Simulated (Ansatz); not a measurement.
Reaction (isomerisation): `[CH3][Ge]([NH2])([OH])[F]` → `N[C](O)(F)[GeH3]`

Program: Ansatz. Geometries: PBE0-D4/def2-TZVP. ΔE: electronic, gas phase. CBS: MP2 limit from def2 TZ/QZ plus the TZ coupled-cluster correction, frozen cores. DFT in def2-TZVPP. B3LYP here is the variant with VWN-RPA as its local correlation; programs differ in this. For Ge outer-core shells are correlated without core-valence functions, which leaves a few kJ/mol of doubt a bond. Scalar relativity is left out up to krypton. Each species was taken in one conformer, which may not be the lowest.

`[CH3][Ge]([NH2])([OH])[F]`:

```xyz
11

C    -0.783    1.225   -0.602
Ge    0.034   -0.436   -0.068
N     1.734   -0.262    0.504
O    -0.868   -1.373    1.131
F     0.008   -1.487   -1.461
H    -0.142    1.742   -1.316
H    -0.944    1.863    0.268
H    -1.744    1.021   -1.075
H     2.072    0.668    0.688
H     2.042   -0.909    1.214
H    -1.408   -2.051    0.716
```

`N[C](O)(F)[GeH3]`:

Z-matrix (Å, degrees):
```
C
O 1 1.385
F 1 1.388 2 108.0
N 1 1.425 2 116.1 3 117.5
Ge 1 2.000 2 107.3 3 -117.4
H 2 0.967 1 108.6 3 -66.0
H 4 1.015 1 111.3 2 -71.5
H 4 1.011 1 111.1 2 51.5
H 5 1.537 1 107.8 2 -75.3
H 5 1.532 1 108.0 2 165.7
H 5 1.533 1 109.6 2 44.6
```

(1) Is it downhill or uphill in electronic energy at CCSD(T)/CBS, and by how much? (Best estimate.)

(2) What do these levels give: PBE-D4, r2SCAN-D4, B3LYP-D4, ωB97M-V, B2PLYP, MP2/def2-TZVPP, CCSD(T)/def2-TZVPP, HF/def2-QZVPP, MP2/def2-QZVPP, HF/CBS(def2), MP2/CBS(def2), CCSD/CBS(def2)? (An estimate is asked.)

Largest T1 diagnostic among the species: 0.012.

Results:

(1) Ansatz gave: Uphill: ΔE = +339.8 kJ/mol.

(2) Ansatz gave: PBE-D4 301.7, r2SCAN-D4 322.5, B3LYP-D4 320.9, ωB97M-V 322.0, B2PLYP 336.5, MP2/def2-TZVPP 356.8, CCSD(T)/def2-TZVPP 336.3, HF/def2-QZVPP 347.3, MP2/def2-QZVPP 359.8, HF/CBS(def2) 347.7, MP2/CBS(def2) 360.4, CCSD/CBS(def2) 342.5 kJ/mol.

From PBE to PBE0 (25 % exact exchange), in def2-TZVPP and without D4, ΔE moves by +11.3 kJ/mol.
